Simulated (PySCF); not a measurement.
Simulation results for CH$_{7}$GeN, CH$_{5}$ClGeO, C$_{2}$H$_{10}$GeSi

Calculation on a computer-drawn molecule: the log of a Hartree-Fock and frozen-core CCSD(T) single point meant for a local Hartree-Fock minimum, with one planted fault or none, to be diagnosed. Offsets are logged minus clean, where the clean run is the same molecule without the fault. The reference is restricted for singlets and unrestricted otherwise, and also for a bond in bohr or an excited solution. Adding or removing an electron swaps singlet and doublet. The excited solution moves the top pair (singlet) or top alpha electron (doublet) to the lowest empty orbital. Highest occupied and lowest empty are orbital energies over both spins, largest force is the largest gradient component, triples share is (T) over the correlation energy, the T1 limit is 0.02 restricted and 0.045 unrestricted, electrons count all cores, a negative frequency is imaginary (commonest isotopes), and the dipole is about the centre of nuclear charge; on germanium a core potential holds 10 electrons, which the energies leave out, and 3d is frozen in MP2 and coupled-cluster steps. Program: PySCF 2.14.0.

Common to all runs: meant charge 0; meant multiplicity 1; meant basis and core potential on germanium cc-pVDZ-PP ECP10MDF; logged SCF converged yes; possible faults no fault, one electron removed, one electron added, multiplicity raised by two, geometry at a saddle point, SCF held on an excited solution, minimal basis STO-3G, one bond length entered in bohr, all coordinates scaled.

(1) CH$_{7}$GeN

Logged structure:
```xyz
10
CH7GeN
C     -1.3753    -0.3193    -0.4435
N     -0.2529     2.1854    -0.4513
Ge    -0.4051     3.2590    -1.9373
H     -0.8798    -1.0401    -1.1078
H     -2.4220    -0.2552    -0.7501
H     -1.3637    -0.7341     0.5674
H      0.6774     2.1711    -0.0727
H      0.3637     4.5484    -1.6416
H      0.1623     2.6128    -3.2157
H     -1.8926     3.5451    -2.1568
```

```
meant basis                          : cc-pVDZ
logged electrons                     : 52
logged basis functions               : 86
logged spin squared                  : 0.9817
logged highest occupied              : -10.144 eV
logged lowest empty                  : 2.6274 eV
logged largest force                 : 0.050486 hartree/bohr
logged T1 diagnostic                 : 0.019955
logged D1 diagnostic                 : 0.099538
logged triples share                 : 0.02268
logged CC converged                  : yes
logged dipole magnitude              : 1.1016 debye
logged SCF stable within its kind    : yes
logged energy HF                     : -389.64814 hartree
logged energy CCSD(T)                : -390.08827 hartree
planted fault                        : one bond length entered in bohr, row 1 of the drawn bonds
HF energy offset from clean run      : 68.97 kcal/mol
CCSD(T) energy offset from clean run : 94.81 kcal/mol
```

Drawn bonds:
| atom | other atom | order |
| --- | --- | --- |
| 1 | 2 | 1 |
| 2 | 3 | 1 |
| 1 | 4 | 1 |
| 1 | 5 | 1 |
| 1 | 6 | 1 |
| 2 | 7 | 1 |
| 3 | 8 | 1 |
| 3 | 9 | 1 |
| 3 | 10 | 1 |

(2) CH$_{5}$ClGeO

Logged structure:
```xyz
9
CH5ClGeO
C     -0.6955     3.2982     0.4124
O     -0.5744     1.9104     0.5926
Ge    -0.2749     1.1386     2.1418
Cl     1.6296     1.8403     2.9143
H     -1.2194     3.6332    -1.5500
H      0.2475     3.8113     0.6150
H     -1.4726     3.7252     1.0549
H     -0.1567    -0.3456     1.8699
H     -1.3222     1.5517     3.1656
```

```
meant basis                          : cc-pV(D+d)Z
logged electrons                     : 68
logged basis functions               : 99
logged spin squared                  : 0.7211
logged highest occupied              : -10.875 eV
logged lowest empty                  : 2.9143 eV
logged largest force                 : 0.025008 hartree/bohr
logged T1 diagnostic                 : 0.050558
logged D1 diagnostic                 : 0.25263
logged triples share                 : 0.031394
logged CC converged                  : yes
logged dipole magnitude              : 2.075 debye
logged SCF stable within its kind    : yes
logged energy HF                     : -868.45029 hartree
logged energy CCSD(T)                : -869.07192 hartree
planted fault                        : one bond length entered in bohr, row 4 of the drawn bonds
HF energy offset from clean run      : 78.95 kcal/mol
CCSD(T) energy offset from clean run : 79.75 kcal/mol
```

Drawn bonds:
| atom | other atom | order |
| --- | --- | --- |
| 1 | 2 | 1 |
| 2 | 3 | 1 |
| 3 | 4 | 1 |
| 1 | 5 | 1 |
| 1 | 6 | 1 |
| 1 | 7 | 1 |
| 3 | 8 | 1 |
| 3 | 9 | 1 |

Notes: T1 above single-reference limit.

(3) CH$_{5}$ClGeO

Logged structure:
```xyz
9
CH5ClGeO
C     -0.7623     3.6148     0.4519
O     -0.6295     2.0938     0.6495
Ge    -0.3013     1.2479     2.3474
Cl     1.7861     2.0169     3.1940
H     -1.0662     3.8091    -0.6862
H      0.2712     4.1772     0.6741
H     -1.6139     4.0828     1.1562
H     -0.1717    -0.3787     2.0494
H     -1.4492     1.7007     3.4694
```

```
meant basis                          : cc-pV(D+d)Z
logged electrons                     : 68
logged basis functions               : 99
logged spin squared                  : 0
logged highest occupied              : -11.824 eV
logged lowest empty                  : 1.9059 eV
logged largest force                 : 0.055553 hartree/bohr
logged T1 diagnostic                 : 0.014581
logged D1 diagnostic                 : 0.048189
logged triples share                 : 0.028378
logged CC converged                  : yes
logged dipole magnitude              : 2.6924 debye
logged SCF stable within its kind    : yes
logged energy HF                     : -868.50874 hartree
logged energy CCSD(T)                : -869.1538 hartree
planted fault                        : all coordinates scaled, by +9.6 %
HF energy offset from clean run      : 42.28 kcal/mol
CCSD(T) energy offset from clean run : 28.37 kcal/mol
```

Drawn bonds:
| atom | other atom | order |
| --- | --- | --- |
| 1 | 2 | 1 |
| 2 | 3 | 1 |
| 3 | 4 | 1 |
| 1 | 5 | 1 |
| 1 | 6 | 1 |
| 1 | 7 | 1 |
| 3 | 8 | 1 |
| 3 | 9 | 1 |

(4) C$_{2}$H$_{10}$GeSi

Logged structure:
```xyz
14
C2H10GeSi
C     -1.0106    -0.1008     0.0607
Si    -1.1223    -1.9709     0.2334
C      0.5749    -2.7869     0.3185
Ge     1.7284    -2.3361     1.8493
H     -0.4461     0.1774    -0.8340
H     -2.0103     0.3340    -0.0249
H     -0.5197     0.3545     0.9249
H     -1.8647    -2.5220    -0.9304
H     -1.8910    -2.3111     1.4587
H      0.4357    -3.8735     0.3310
H      1.1322    -2.5547    -0.5957
H      2.0914    -0.8451     1.8348
H      1.0154    -2.6512     3.1705
H      3.0262    -3.1515     1.7845
```

```
meant basis                       : cc-pV(D+d)Z
logged electrons                  : 68
logged basis functions            : 124
logged spin squared               : 0
logged highest occupied           : -1.8826 eV
logged lowest empty               : -5.5774 eV
logged largest force              : 0.1813 hartree/bohr
logged CC converged               : no
logged dipole magnitude           : 2.4516 debye
logged SCF stable within its kind : no
logged energy HF                  : -663.17214 hartree
```

Drawn bonds:
| atom | other atom | order |
| --- | --- | --- |
| 1 | 2 | 1 |
| 2 | 3 | 1 |
| 3 | 4 | 1 |
| 1 | 5 | 1 |
| 1 | 6 | 1 |
| 1 | 7 | 1 |
| 2 | 8 | 1 |
| 2 | 9 | 1 |
| 3 | 10 | 1 |
| 3 | 11 | 1 |
| 4 | 12 | 1 |
| 4 | 13 | 1 |
| 4 | 14 | 1 |

Notes: CCSD not converged.

Q: Which fault was planted in the run of C$_{2}$H$_{10}$GeSi (entry 4)?
A: SCF held on an excited solution

Further results for C$_{2}$H$_{10}$GeSi (entry 4):

```
HF energy offset from clean run : 444.3 kcal/mol
```
